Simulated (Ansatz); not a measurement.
Harmonic frequencies (cm⁻¹) at PBE0-D4/def2-TZVP from Ansatz: 75, 100, 133, 134, 166, 216, 391, 661, 672.

Which molecule is it?
A. `[F][Hf]([F])([Cl])[I]`
B. `[CH3][Hf]([Cl])([Cl])[Cl]`
C. `[F][Hf]([Cl])([Cl])[Cl]`
D. `[OH][Hf]([OH])([F])[I]`

A.
